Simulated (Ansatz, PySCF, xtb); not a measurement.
Dimer: HCl (SMILES Cl) (first 2 atoms) with CH3F (SMILES CF); geometry from B3LYP-D3(BJ)/def2-TZVP, rigid monomers moved along the line of their centres of mass till H2···F4 is 1.74 Å.
(charge 0, multiplicity 1):
```csv
atom,x (Å),y (Å),z (Å)
Cl,0.1652,0.0521,-0.1361
H,0.2154,0.5086,1.0704
C,-0.4676,-0.5511,3.3348
F,0.0718,0.6291,2.8027
H,0.2488,-0.9604,4.0455
H,-1.4046,-0.3020,3.8307
H,-0.6394,-1.2491,2.5163
```

Interaction energies are E(AB) − E(A) − E(B) at the monomers' geometry in the complex; basis-set methods are counterpoise corrected. Rows marked so take none.

Rows in 3-21G carry no dispersion term and start afresh at each structure.

Codes used: Ansatz (Gaussian basis) for Hartree–Fock, density functionals and correlated methods; PySCF for 3-21G rows, the dispersion terms; xtb for the GFN methods. Each number belongs to the level named beside it.

**Question.** What interaction energy does GFN-FF give?

**Answer.** -118 meV

**Question.** Estimate the interaction energy that r2SCAN-D4/def2-TZVPPD returns for this input.

**Answer.** -165 meV

**Question.** What interaction energy does B3LYP/3-21G (no counterpoise) give?

**Answer.** -516 meV

Ansatz is a first-principles code.
